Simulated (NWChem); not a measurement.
System: HfCl$_{3}$ cation; SMILES [Cl][Hf+]([Cl])[Cl]

Input file for NWChem:

```
start job
memory heap 200 mb stack 900 mb global 1100 mb
charge 1
geometry units angstroms noautoz
  Hf     0.000000     0.000000     0.290578
  Cl     0.709421    -1.987217    -0.531579
  Cl    -2.075691     0.379232    -0.531579
  Cl     1.366270     1.607985    -0.531579
end
basis spherical
  * library def2-tzvpp
end
ecp
  Hf library def2-ecp
end
dft
  xc xtpss03 ctpss03
  iterations 150
  semidirect filesize 400000000
  mulliken
end
task dft energy
```

All runs use the structure optimised with PBE0/def2-SVP. This spin state was assumed; another may lie lower. def2 effective core potentials on Hf; no spin-orbit coupling.

Task: What results follow from this input? (TPSS/def2-TZVPP with def2 effective core potentials on Hf.) Quantities: basis functions; energy (Ha); highest occupied level (eV); orbital gap (eV).

Result: 
- number of basis functions: 182
- energy (Ha): -1428.66
- highest occupied level (eV): -13.28
- orbital gap (eV): 3.79
